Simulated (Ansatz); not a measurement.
Geometry optimisation, RKS PBE-D4/6-31G* in Ansatz 0.2.0.

Input file:

```yaml
crystal:
  periodic: [false, false, false]
  atoms:
    - { symbol: C, position_ang: [0.123, -1.7681, 0.9755] }
    - { symbol: B, position_ang: [0.4435, -0.9722, -0.3839] }
    - { symbol: Si, position_ang: [2.2701, -0.8349, -0.9487] }
    - { symbol: S, position_ang: [-0.8352, -0.2403, -1.4911] }
    - { symbol: C, position_ang: [-0.8376, 1.4349, -0.8263] }
    - { symbol: Si, position_ang: [-1.8985, 1.596, 0.7266] }
    - { symbol: H, position_ang: [-0.9994, -1.7292, 1.1064] }
    - { symbol: H, position_ang: [0.4815, -2.7514, 0.9103] }
    - { symbol: H, position_ang: [0.5523, -1.1862, 1.8637] }
    - { symbol: H, position_ang: [2.4752, -1.5019, -2.2106] }
    - { symbol: H, position_ang: [2.6626, 0.5816, -1.036] }
    - { symbol: H, position_ang: [3.1792, -1.4766, 0.0856] }
    - { symbol: H, position_ang: [-1.2988, 2.1645, -1.5845] }
    - { symbol: H, position_ang: [0.1769, 1.7639, -0.5668] }
    - { symbol: H, position_ang: [-1.3155, 0.7711, 1.8216] }
    - { symbol: H, position_ang: [-3.2491, 1.1317, 0.4527] }
    - { symbol: H, position_ang: [-1.949, 3.0166, 1.1457] }
basis:
  gaussian: { orbitals: "6-31G*" }
hamiltonian:
  xc: pbe
  dispersion: d4
relax:
  f_tol: 0.02
  max_steps: 50
output:
  orbitals: {}
```

Command:

```bash
$ ansatz run input.yaml --threads 2 --pin off --max-ram 3072MiB --backend cpu --events-out ev --progress --plain --runs-dir out
```

Q: Where does it end, and by what steps?

A: The run converged. The force dipped under the threshold on the way, but the program's further checks kept it going. After 40 steps the energy has fallen by 1.423 eV; H12 moved furthest, 2.15 Å.

```tsv
step	energy less start (eV)	largest force component (eV/Å)	accepted
0	0.0000	3.396	yes
2	-0.5881	0.533	yes
4	-0.8215	0.492	yes
6	-1.0467	0.440	yes
8	-1.2279	0.385	yes
10	-1.3160	0.305	yes
12	-1.3682	0.232	yes
14	-1.3810	0.051	yes
16	-1.3878	0.152	yes
18	-1.3970	0.144	yes
20	-1.4055	0.094	yes
22	-1.4087	0.058	yes
24	-1.4096	0.024	yes
26	-1.4104	0.041	yes
28	-1.4122	0.145	yes
30	-1.4159	0.014	yes
32	-1.4189	0.050	yes
34	-1.4212	0.030	yes
36	-1.3515	0.470	no
38	-1.4227	0.040	yes
40	-1.4230	0.009	yes
```

```xyz
17
Properties=species:S:1:pos:R:3
C 0.202 -2.738 0.392
B 0.158 -1.226 -0.072
Si 1.891 -0.173 -0.143
S -1.461 -0.612 -0.514
C -1.307 1.165 -0.987
Si -1.215 2.278 0.553
H -0.776 -3.250 0.416
H 0.878 -3.318 -0.265
H 0.646 -2.809 1.404
H 2.965 -1.006 -0.791
H 1.843 1.135 -0.885
H 2.368 0.132 1.253
H -2.206 1.402 -1.579
H -0.430 1.305 -1.639
H -0.017 1.904 1.370
H -2.451 2.089 1.380
H -1.108 3.720 0.146
```

Whether the end is a true minimum wasn't checked by a vibrational analysis.

Time of the run: 62 s on 2 threads of AMD EPYC 9R45 96-Core Processor (Zen 5), on a shared host, peak memory 0.21 GiB.
